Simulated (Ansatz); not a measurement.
System (SMILES): Cl[C]Cl (closed-shell singlet).
Atoms: Cl1, C2, Cl3. Bonds: Cl1-C2, C2-Cl3.

Basis-set convergence of the harmonic zero-point energy at CCSD(T) with Ansatz (a first-principles code). Each level at its own minimum, finite differences of forces, unscaled; the reference is a large set that could be run, not a limit. Cartesian d functions, on some or all atoms, in 6-311G**, 6-311+G**; all else is spherical. Cores are frozen. A restricted Hartree-Fock determinant is unstable towards unrestricted orbitals. No added dispersion term, no relativity. Reference: the value in aug-cc-pV(T+d)Z, 2.61 kcal/mol. Deviations are taken from unrounded values.

| basis | functions | harmonic zero-point energy (kcal/mol) |
|---|---|---|
| cc-pV(D+d)Z | 60 | 2.61 |
| aug-cc-pV(D+d)Z | 87 | 2.55 |
| 6-311G** | 72 | 2.62 |
| 6-311+G** | 84 | 2.64 |
| cc-pV(T+d)Z | 108 | 2.61 |
| aug-cc-pV(T+d)Z | 156 | 2.61 |
| def2-TZVPP | 115 | 2.62 |
| def2-TZVPPD | 139 | 2.61 |

What the diffuse functions change, pair by pair:
- cc-pV(D+d)Z to aug-cc-pV(D+d)Z: 27 more functions, deviation 0.00 to -0.06 kcal/mol
- 6-311G** to 6-311+G**: 12 more functions, deviation 0.01 to 0.04 kcal/mol
- cc-pV(T+d)Z to aug-cc-pV(T+d)Z: 48 more functions, deviation 0.01 to 0.00 kcal/mol
- def2-TZVPP to def2-TZVPPD: 24 more functions, deviation 0.02 to 0.00 kcal/mol

Leaving out the reference's own pair, they bring the value nearer the reference by more than 0.01 kcal/mol in 1 of 3 pairs.
